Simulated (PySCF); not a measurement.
**Correlation energy of Kr⁺ (krypton, charge +1)**

[Ar] 3d10 4s2 4p5, 2P determinant. Calculation: PySCF 2.14, in cc-pVDZ-PP with ECP10MDF (4s3p2d, 23 functions); scalar relativity through the core potential. Frozen: 3s2 3p6 3d10; 7 electrons correlated.

MP2 pair energies summed by pair of shells (mhartree):

```json
{"pair": "4p-4p", "energy": "-63.62", "share (%)": "68.3"}
{"pair": "4s-4p", "energy": "-24.36", "share (%)": "26.2"}
{"pair": "4s-4s", "energy": "-5.15", "share (%)": "5.5"}
```

Total MP2 correlation energy: -93.13 mhartree.

Same-spin part -23.96 and opposite-spin part -69.17 mhartree; SCS-MP2 scales them by 1/3 and 6/5 to -90.99 mhartree.

| level | correlation energy (mhartree) |
| --- | --- |
| CCSD | -106.83 |
| (T) | -0.86 |
| CCSD(T) | -107.69 |

Diagnostics: T1 = 0.0047, D1 = 0.0158, largest double amplitude 0.049.

Q: Is a single reference adequate?

A: Yes, within this model without spin-orbit coupling: T1 lies below 0.03 and no double amplitude reaches 0.07.
